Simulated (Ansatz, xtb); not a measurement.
Two isomers of Al2BFN

We compare X, `[F][Al][B]=[N][Al]`, a doublet, with Y, `[F][Al][N]=[B][Al]`, a doublet. Both are isolated molecules in the gas phase, relaxed with r2SCAN-D4/def2-SVP; the shapes shown needn't be the lowest conformers.

X (Å):

```yaml
atoms:
  - { symbol: Al, position_ang: [-1.0563, 0.3762, -1.1816] }
  - { symbol: Al, position_ang: [1.8845, -0.8330, 2.9288] }
  - { symbol: B, position_ang: [0.2515, -0.0435, 0.4247] }
  - { symbol: F, position_ang: [-0.4788, 1.2581, -2.4791] }
  - { symbol: N, position_ang: [0.9173, -0.3739, 1.4616] }
```

Y (Å):

```xyz
5

Al    0.0615   -1.8951   -0.9057
Al   -0.5974   -2.2920    4.2993
B    -0.2758   -2.0945    2.1172
F     1.3011   -1.0533   -1.6470
N    -0.0422   -1.9475    0.8698
```

Energies in hartree; the thermal terms are from r2SCAN-D4/def2-SVP harmonic frequencies (ideal gas, rigid rotor, one conformer each, 298.15 K, 1 atm) and include the zero-point energy:

|  | X | Y |
| --- | --- | --- |
| E, CCSD(T)/def2-SVP | −662.738439 | −662.721133 |
| zero-point energy | 0.010517 | 0.010371 |
| H(298 K) − E | 0.017998 | 0.017936 |
| G(298 K) − E | −0.022114 | −0.022359 |

Problem. Work out ΔE, ΔE₀, ΔH and ΔG for X → Y in kJ/mol (1 Eh = 2625.50 kJ/mol) and the equilibrium ratio [Y]/[X].

Solution. 1. ΔE = −662.721133 − (−662.738439) = +0.017306 Eh = +45.44 kJ/mol.
2. ΔE₀ = ΔE + ΔZPE = +0.017306 + (−0.000146) Eh = +45.05 kJ/mol.
3. ΔH = ΔE + (−0.000062) Eh = +45.27 kJ/mol.
4. ΔG = ΔE + (−0.000245) Eh = +44.79 kJ/mol, so ΔS = (ΔH − ΔG)/T = +1.6 J/(mol K).
5. kT = 0.9442 mEh, so K = [Y]/[X] = exp(−ΔG/kT) = exp(−18.07) ≈ 1.4 × 10^−8.

Structure X is favoured at this temperature. An error of 4 kJ/mol in ΔG would change K by a factor of 5. Large T1 diagnostics make the coupled-cluster value less sure. Mirror images and further conformers aren't counted.

As drawn, both hold the same kinds of bond in the same numbers.

Other levels gave ΔE = +74.5 (GFN2-xTB); +62.2 (HF/STO-3G, GFN2-xTB geometries); +49.2 (r2SCAN-D4/def2-SVP//GFN2-xTB); +50.2 (r2SCAN-D4/def2-SVP); +39.6 (HF/def2-SVP); +57.4 (MP2/def2-SVP) kJ/mol. Open shells are spin-unrestricted, with notable spin contamination. The correlated steps freeze 13 core orbitals. Programs: Ansatz 0.2.0, xtb 6.7.1.
